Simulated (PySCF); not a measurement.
C2ClO2Pt, neutral, multiplicity 2. Atoms are numbered in the order given.

```xyz
6

Pt     0.1403    -0.0356     0.0000
Cl     0.3342    -2.3198     0.0000
O     -2.7649     0.8998     0.0000
C     -1.7241     0.4439     0.0000
O      1.3030     2.7679     0.0000
C      0.9023     1.7016     0.0000
```
Charge 0, spin multiplicity 2.

Coordinates come from a PBE0-D3(BJ)/def2-SVP optimisation. The multiplicity is an assumed one; no other spin state was optimised. The isomer is the one that the SMILES or the coordinates give; other isomers of the formula were not compared. The def2 effective core potentials stand for the cores of Pt; spin–orbit coupling is left out.

All values below come from PBE0-D3(BJ)/def2-SVP (PySCF 2.14.0).

Frequencies are harmonic and unscaled.

| mode | ν (cm⁻¹) | IR (km/mol) | moving atoms (share of kinetic energy) |
|---|---|---|---|
| 1 | 51 | 0.2 | Cl 50 %, O 30 %, Pt 15 % |
| 2 | 72 | 1.3 | O 41 %, Cl 32 %, Pt 24 % |
| 3 | 74 | 0.1 | O 79 %, Pt 9 % |
| 4 | 204 | 1.3 | C 74 %, O 23 % |
| 5 | 253 | 1.9 | C 77 %, O 21 % |
| 6 | 358 | 20.3 | Cl 71 %, Pt 16 % |
| 7 | 378 | 41.0 | O 40 %, C 36 %, Cl 15 %, Pt 10 % |
| 8 | 422 | 6.5 | C 82 %, O 12 % |
| 9 | 456 | 17.8 | O 48 %, C 40 %, Pt 12 % |
| 10 | 529 | 17.2 | C 78 %, O 21 % |
| 11 | 2177 | 928.0 | C 59 %, O 41 % |
| 12 | 2214 | 527.5 | C 60 %, O 40 % |
